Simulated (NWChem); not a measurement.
System: C2HCl2, doublet; SMILES Cl[C]=CCl

Input file for NWChem:

```
start job
memory heap 200 mb stack 900 mb global 1100 mb
geometry units angstroms noautoz
  Cl     0.386712    -1.804478     0.000000
  C     -0.851077    -0.686263     0.000000
  C     -0.962511     0.637642     0.000000
  Cl     0.409914     1.731977     0.000000
  H     -1.942288     1.138482     0.000000
end
basis spherical
  Cl library aug-cc-pvtz
  C library aug-cc-pvtz
  H library aug-cc-pvtz
end
dft
  odft
  mult 2
  xc pbe0
  iterations 150
  semidirect filesize 400000000
  mulliken
end
task dft energy
```

In the optimisation the excess spin sits in a' (Cs, its own frame). All runs use the structure optimised with PBE-D3(BJ)/def2-SVP, spin-unrestricted. No stability test was run on the SCF state.

What results follow from this input? (PBE0/aug-cc-pVTZ, spin-unrestricted.) Quantities: basis functions; energy (Ha); highest occupied level (eV); lowest empty minus highest occupied level, either spin (eV); dipole (D); <S²>.

number of basis functions: 215
energy (Ha): -996.78
highest occupied level (eV): -7.47
lowest empty minus highest occupied level, either spin (eV): 4.21
dipole (D): 0.77
<S²>: 0.766
